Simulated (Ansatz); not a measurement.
Reaction (cleavage of the Si–Si bond): `[SiH3][SiH]1O[SiH2][SiH2]1` + `CB(C)N` → `CB(C)N[SiH3]` + `O1[SiH2][SiH2][SiH2]1`

Calculated with Ansatz (gas phase, PBE0-D4/def2-TZVP geometries, no zero-point term in ΔE). CCSD(T)/CBS is the MP2 limit (def2-TZVPP, def2-QZVPP) plus CCSD(T) − MP2 in def2-TZVPP, frozen cores. DFT in def2-TZVPP. Each species was taken in one conformer, which may not be the lowest.

Problem. Is it downhill or uphill in electronic energy at CCSD(T)/CBS, and by how much? (Estimate.)

Solution. Computed: Downhill: ΔE = -0.38 eV.

Problem. What do these levels give: PBE-D4, PBE0-D4, ωB97M-V, PBE0, CCSD/def2-TZVPP, HF/CBS(def2)? (An estimate is asked.)

Solution. Ansatz gave: PBE-D4 -0.15, PBE0-D4 -0.22, ωB97M-V -0.41, PBE0 -0.22, CCSD/def2-TZVPP -0.41, HF/CBS(def2) -0.56 eV.

Largest T1 diagnostic among the species: 0.014.

From PBE to PBE0 (25 % exact exchange), in def2-TZVPP and without D4, ΔE moves by −0.07 eV. In def2-TZVPP, CCSD(T) changes the Hartree–Fock value by +0.16 eV (the triples alone add +0.02 eV) and MP2 by +0.09 eV.
